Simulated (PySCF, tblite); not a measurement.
Structures optimised with GFN2-xTB, isolated species. One conformer each, none proved a minimum here. Atom numbers follow the mapped SMILES.

Problem. Order the C–N distances, shortest first.
A. C7–N8 in `[CH:1]#[C:2][Si@@H:3]([F:4])[Si@@H:5]([NH2:6])[C:7]#[N:8]` with C2–Si3–Si5–N6 44°, Si3–Si5–N6–H -51° and 165°
B. C6–N7 in `[O:1]=[CH:2][C@@H:3]1[CH2:4][SiH2:5][C@H:6]([NH:7][SiH3:8])[CH2:9]1` with O1–C2–C3–C4 21°, Si5–C6–N7–Si8 103°, C2–C3–C4–Si5 -73°, C3–C4–Si5–C6 -22°, C4–Si5–C6–N7 119°, Si5–C6–C9–C3 29°
C. C9–N10 in `[SiH3:1][n:2]1[n:3][c:4]2[cH:5][cH:6][cH:7][cH:8][c:9]2[n:10]1`

Solution. A (1.146 Å), C (1.337 Å), B (1.449 Å).

- 1.146 Å: drawn triple, cyano carbon to cyano nitrogen
- 1.337 Å: aromatic, ring-fusion aromatic carbon to pyridine-type nitrogen, in a 5-membered ring
- 1.449 Å: drawn single, sp3 carbon bound to nitrogen to silicon-bound nitrogen

Problem. Order these C–C–O angles, narrowest first.
A. O3–C4–C8 in `[O:1]=[CH:2][O:3][C@H:4]1[O:5][CH2:6][CH2:7][C:8]1=[O:9]` with O1–C2–O3–C4 2°, C2–O3–C4–O5 115°, O3–C4–O5–C6 86°, C4–O5–C6–C7 34°, O5–C6–C7–C8 -25°, C6–C7–C8–O9 -171°
B. O1–C2–C3 in `[O:1]=[CH:2][C@@H:3]1[CH2:4][SiH2:5][C@H:6]([NH:7][SiH3:8])[CH2:9]1` with O1–C2–C3–C4 21°, Si5–C6–N7–Si8 103°, C2–C3–C4–Si5 -73°, C3–C4–Si5–C6 -22°, C4–Si5–C6–N7 119°, Si5–C6–C9–C3 29°
C. O6–C5–C7 in `[CH3:1][C@@H:2]1[CH2:3][O:4][C:5](=[O:6])[C:7](=[O:8])[O:9]1` with C1–C2–C3–O4 178°, C2–C3–O4–C5 41°, C3–O4–C5–O6 -176°, O4–C5–C7–O8 150°

Solution. A (106.3°), C (121.9°), B (124.2°).

These are computed values.
